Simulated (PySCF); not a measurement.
## Os⁶⁶⁺ (osmium, charge +66): Hartree-Fock from Schrödinger to Dirac-Coulomb-Breit

Occupied: 1s1/2, 2s1/2, 2p1/2, 2p3/2. Hartree-Fock calculated with PySCF 2.14 in an uncontracted even-tempered set (16 s from 16 bohr⁻², ratio 2.7; 13 p from 20 bohr⁻², ratio 2.7), Gaussian nucleus throughout. NR is non-relativistic, sf-X2C the spin-free one-electron X2C Hamiltonian, X2C adds the bare one-electron spin-orbit term, X2C-SNSO screens it by Boettger's factors, DC is four-component Dirac-Coulomb, and the Gaunt and Breit terms are added at first order (total energies over the DC spinors, levels after relaxing the spinors in that mean field). QED terms are absent. Levels marked empty are virtual spinors of this ion.

| Hamiltonian | E (hartree) | E − E(DC) (hartree) | CPU seconds |
| --- | --- | --- | --- |
| NR | -10900.1536 | 850.3783 | 0.27 |
| sf-X2C | -11726.6188 | 23.9130 | 0.2 |
| X2C | -11745.7032 | 4.8286 | 0.2 |
| X2C-SNSO | -11744.6300 | 5.9018 | 0.2 |
| DC | -11750.5319 | 0.0000 | 8.7 |
| DC+Gaunt | -11735.0001 | 15.5317 | 15 |
| DC+Breit | -11736.3379 | 14.1939 | 41 |

| level (eV) | NR | sf-X2C | X2C | X2C-SNSO | DC | DC+Gaunt | DC+Breit |
| --- | --- | --- | --- | --- | --- | --- | --- |
| 1s1/2 | -73734.7 | -80256.7 | -80237.2 | -80238.3 | -80334.2 | -80076.7 | -80093.6 |
| 2s1/2 | -16777.1 | -18667.5 | -18662.6 | -18662.9 | -18676.9 | -18648.4 | -18650.4 |
| 2p1/2 | -16383.1 | -17029.1 | -18203.7 | -18166.7 | -18177.3 | -18127.2 | -18132.1 |
| 2p3/2 | -16383.1 | -17029.1 | -16566.2 | -16577.7 | -16587.1 | -16554.3 | -16559.2 |
| 3s1/2 (empty) | -7001.7 | -7609.2 | -7608.4 | -7608.4 | -7611.8 | -7604.1 | -7605.0 |
| 3p1/2 (empty) | -6872.7 | -7137.1 | -7453.4 | -7443.6 | -7446.4 | -7433.3 | -7435.0 |
| 3p3/2 (empty) | -6872.7 | -7137.1 | -7010.2 | -7013.4 | -7015.4 | -7006.8 | -7008.6 |

```csv
interval (eV),X2C,X2C-SNSO,DC,DC+Gaunt,DC+Breit
2p3/2 − 2p1/2,1638,1589,1590,1573,1573
3p3/2 − 3p1/2,443.2,430.2,431.0,426.4,426.4
```

Weight of the small component: 1s1/2 0.0827, 2s1/2 0.0194, 2p1/2 0.0193, 2p3/2 0.0175, 3s1/2 0.00774, 3p1/2 0.00764, 3p3/2 0.00717.

Koopmans' value for the highest occupied level at DC+Breit: 16559.2 eV, against an ionisation energy of 16560 ± 40 eV (theoretical estimate listed by NIST; NIST Atomic Spectra Database, ionization energies); the former lacks relaxation, correlation, QED and recoil.

The whole ladder took 67 s of wall time on 1 thread of Neoverse-V1 (shared host), launched as `OMP_NUM_THREADS=1 python relrun2.py TASK.json OUT` (a driver that calls PySCF for each Hamiltonian).
